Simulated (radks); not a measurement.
Question: Radial electron density D(r) = 4 pi r^2 rho(r) of an atom or ion with 33 electrons. Method: scalar-relativistic Kohn-Sham, LB94 model potential, spin-polarised, spherical densities, finite nucleus; Fermi nuclear charge, rms radius of each element as measured or else 0.836 A^(1/3) + 0.57 fm; computed with a radial shooting solver on a logarithmic mesh with Libxc functionals.

| r (bohr) | D(r) (e/bohr) | spin D(r) |
|---|---|---|
| 0.002709 | 8.467 | -0.000148 |
| 0.003444 | 12.30 | -0.0000857 |
| 0.004413 | 17.71 | 0.000204 |
| 0.005656 | 24.82 | 0.00109 |
| 0.007247 | 33.59 | 0.00341 |
| 0.009287 | 43.52 | 0.00904 |
| 0.0119 | 53.34 | 0.0219 |
| 0.01525 | 61.09 | 0.0495 |
| 0.01954 | 64.61 | 0.105 |
| 0.02504 | 62.97 | 0.207 |
| 0.03184 | 58.39 | 0.366 |
| 0.0408 | 55.84 | 0.588 |
| 0.05228 | 61.03 | 0.802 |
| 0.067 | 73.21 | 0.857 |
| 0.08585 | 82.10 | 0.600 |
| 0.11 | 76.70 | 0.147 |
| 0.141 | 61.44 | 0.0867 |
| 0.1807 | 55.17 | 0.940 |
| 0.2315 | 63.08 | 1.93 |
| 0.2943 | 64.16 | 1.45 |
| 0.3771 | 44.89 | 0.0554 |
| 0.4833 | 22.29 | 1.09 |
| 0.6193 | 13.07 | 4.44 |
| 0.7936 | 9.373 | 5.21 |
| 1.017 | 4.082 | 2.61 |
| 1.303 | 0.7721 | 0.536 |
| 1.67 | 0.05182 | 0.0388 |
| 2.14 | 0.0009714 | 0.000783 |

What is the nuclear charge?

Answer: Z = 50. The innermost maximum, from 1s, lies near gamma/Z bohr with gamma = sqrt(1 - (Z/c)^2) = 0.931, here 0.0186 bohr (found: 0.0203), and its height grows with Z. The density is that of the tin ion Sn17+ in [Ar] 3d10 4s2 4p3; the configuration itself is not fixed sharply by these data, and Z only to a few units. D(r) has 3 maxima, at r = 0.0203, 0.0894, 0.267 bohr, and minima at 0.0398, 0.174 bohr, inside which lie 1.99, 11.12 electrons.
